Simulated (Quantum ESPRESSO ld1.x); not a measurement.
Cd12+, configuration [Kr]. All-electron calculation, Dirac Kohn-Sham, BLYP, spin-unpolarised, spherical densities, point nucleus. Program: ld1.x of Quantum ESPRESSO 7.5.

Spin-orbit splittings of the eigenvalues, e(l+1/2) - e(l-1/2), with zeta = 2 splitting/(2l+1) and mean radii in bohr:

shell  occ.  splitting (eV)  zeta (eV)  <r> j=l-1/2  <r> j=l+1/2
2p        6           192.6      128.4       0.1112       0.1163
3p        6           34.77      23.18       0.3477       0.3586
3d       10               ?          ?       0.3296       0.3330
4p        6           7.575      5.050       0.8433       0.8631
4d        0           1.351     0.5403       0.9281       0.9340

Estimate the 3d splitting.

Answer. 7.123 eV (zeta = 2.849 eV).
